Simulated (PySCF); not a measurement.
## Correlation energy of Au (gold, neutral)

[Xe] 4f14 5d9 6s2, 2D determinant (an excited configuration). Calculation: PySCF 2.14, in aug-cc-pVTZ-PP with ECP60MDF; scalar relativity through the core potential. Frozen: 5s2 5p6; 11 electrons correlated.

| level | correlation energy (mhartree) |
| --- | --- |
| CCSD | -359.35 |
| (T) | -17.17 |
| CCSD(T) | -376.52 |

Diagnostics: T1 = 0.017, D1 = 0.0591, largest double amplitude 0.036.

Q: Is a single reference adequate?

A: Yes, within this model without spin-orbit coupling: T1 lies below 0.03 and no double amplitude reaches 0.07.
